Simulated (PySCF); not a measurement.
# Radial density of Ge¹³⁺ (germanium, charge +13)

UHF, [Ar] 3d1, 2D determinant. All numbers are calculated (PySCF 2.14, scalar relativity by spin-free X2C-1e, in an even-tempered Gaussian basis (19 s from 0.81 bohr⁻², ratio 2.5; 12 p from 1.1 bohr⁻², ratio 2.5; 8 d from 1.1 bohr⁻², ratio 2.5; 4 f from 3.7 bohr⁻², ratio 2.7; 4 g from 5.6 bohr⁻², ratio 2.7)).

| r (bohr) | 4πr²ρ (e/bohr) | 4πr²(ρα − ρβ) |
| --- | --- | --- |
| 0.000628 | 0.1838 | 0.0000 |
| 0.00106 | 0.4650 | 0.0000 |
| 0.00178 | 1.155 | 0.0000 |
| 0.00299 | 2.795 | 0.0000 |
| 0.00503 | 6.446 | -0.0001 |
| 0.00845 | 13.70 | -0.0001 |
| 0.0142 | 25.31 | -0.0003 |
| 0.0239 | 37.07 | -0.0004 |
| 0.0402 | 38.39 | 0.0002 |
| 0.0677 | 32.28 | 0.0082 |
| 0.114 | 42.32 | 0.0891 |
| 0.191 | 38.57 | 0.5541 |
| 0.322 | 16.45 | 1.6930 |
| 0.542 | 19.41 | 1.7633 |
| 0.911 | 3.763 | 0.3301 |
| 1.53 | 0.02196 | 0.0034 |

Densities and radii are taken from the X2C orbitals without a picture-change correction, which distorts them close to the nucleus.

Spin-orbit coupling, absent here, splits the open shell strongly.
